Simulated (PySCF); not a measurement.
## How methods differ on the excitation energy of Ne⁺

Ne⁺ [He] 2s2 2p5 (2P) → Ne⁺ [He] 2s1 2p6 (2S), as a difference of total energies. Computed with PySCF 2.14 in x2c-QZVPPall (7s4p3d2f1g, 57 functions), with the spin-free X2C one-electron Hamiltonian (Gaussian nucleus). Correlated levels: valence and next inner shell: nothing frozen. The calculations carry no spin-orbit coupling.

| method | excitation energy (eV) |
| --- | --- |
| UHF | 29.696 |
| MP2 (valence and next inner shell) | 27.511 |
| SCS-MP2 (valence and next inner shell) | 27.392 |
| CCSD (valence and next inner shell) | 27.163 |
| CCSD(T) (valence and next inner shell) | 27.008 |

How much does correlation contribute at CCSD(T) (valence and next inner shell)?

27.008 − (29.696) = -2.688 eV, measured against UHF.

Errors of the correlated levels include the incompleteness of this basis.

For comparison: 26.878 eV (measured; NIST levels, between the centres of gravity of the two terms).
